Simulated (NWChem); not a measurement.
System meant: C₅H₆; SMILES C=C=CC=C

Input file for NWChem:

```
start job
memory heap 200 mb stack 900 mb global 1100 mb
geometry units angstroms noautoz
  C      0.212941     2.521342     0.000000
  C     -0.153515     1.258890     0.000000
  C     -0.520005    -0.018212     0.000000
  C      0.404233    -1.149744     0.000000
  C      0.015307    -2.444529     0.000000
  H      0.373511     3.076691     0.941517
  H      0.373511     3.076691    -0.941517
  H     -1.602084    -0.251982     0.000000
  H      1.479242    -0.900644     0.000000
  H     -1.051576    -2.722276     0.000000
  H      0.749511    -3.263643     0.000000
end
basis spherical
  C library def2-svp
  H library def2-svp
end
dft
  odft
  mult 2
  xc xpbe96 cpbe96
  iterations 150
  mulliken
end
task dft energy
```

End of the output:

```
 ==============================================================================
                                 internuclear angles
 ------------------------------------------------------------------------------
        center 1       |       center 2       |       center 3       |  degrees
 ------------------------------------------------------------------------------
    2 C                |   1 C                |   6 H                |   121.55
    2 C                |   1 C                |   7 H                |   121.55
    6 H                |   1 C                |   7 H                |   116.90
    1 C                |   2 C                |   3 C                |   179.83
    2 C                |   3 C                |   4 C                |   124.75
    2 C                |   3 C                |   8 H                |   118.20
    4 C                |   3 C                |   8 H                |   117.05
    3 C                |   4 C                |   5 C                |   124.04
    3 C                |   4 C                |   9 H                |   116.20
    5 C                |   4 C                |   9 H                |   119.77
    4 C                |   5 C                |  10 H                |   121.31
    4 C                |   5 C                |  11 H                |   121.41
   10 H                |   5 C                |  11 H                |   117.28
 ------------------------------------------------------------------------------
                            number of included internuclear angles:         13
 ==============================================================================

 Summary of "ao basis" -> "" (spherical)
 ------------------------------------------------------------------------------
       Tag                 Description            Shells   Functions and Types
 ---------------- ------------------------------  ------  ---------------------
 C                          def2-svp                 6       14   3s2p1d
 H                          def2-svp                 3        5   2s1p

  pbe96 is a nonlocal functional; adding pw91lda local functional.

                                 NWChem DFT Module
                                 -----------------

 Summary of "ao basis" -> "ao basis" (spherical)
 ------------------------------------------------------------------------------
       Tag                 Description            Shells   Functions and Types
 ---------------- ------------------------------  ------  ---------------------
 C                          def2-svp                 6       14   3s2p1d
 H                          def2-svp                 3        5   2s1p

      Symmetry analysis of basis
      --------------------------

        a'         71
        a"         29

  number of electrons :                   36
  multiplicity        :                    2
 ------------------------------------------------------------------------
  no. of electrons and multiplicity not compatible                  36
 ------------------------------------------------------------------------
 ------------------------------------------------------------------------
  current input line :
    27: task dft energy
 ------------------------------------------------------------------------
 ------------------------------------------------------------------------
 There is an error in the input file
 ------------------------------------------------------------------------
 For more information see the NWChem manual at https://nwchemgit.github.io

0: no. of electrons and multiplicity not compatible:Received an Error in Communication
```

Question: What is wrong, and how is it mended?

Answer: The program refused the input. Cause: the multiplicity doesn't fit the number of electrons (an even count wants an odd multiplicity, and the reverse). This input runs:
```
start job
memory heap 200 mb stack 900 mb global 1100 mb
geometry units angstroms noautoz
  C      0.212941     2.521342     0.000000
  C     -0.153515     1.258890     0.000000
  C     -0.520005    -0.018212     0.000000
  C      0.404233    -1.149744     0.000000
  C      0.015307    -2.444529     0.000000
  H      0.373511     3.076691     0.941517
  H      0.373511     3.076691    -0.941517
  H     -1.602084    -0.251982     0.000000
  H      1.479242    -0.900644     0.000000
  H     -1.051576    -2.722276     0.000000
  H      0.749511    -3.263643     0.000000
end
basis spherical
  * library def2-svp
end
dft
  xc xpbe96 cpbe96
  iterations 150
  mulliken
end
task dft energy
```
It converges to -193.65433 Ha (PBE/def2-SVP).
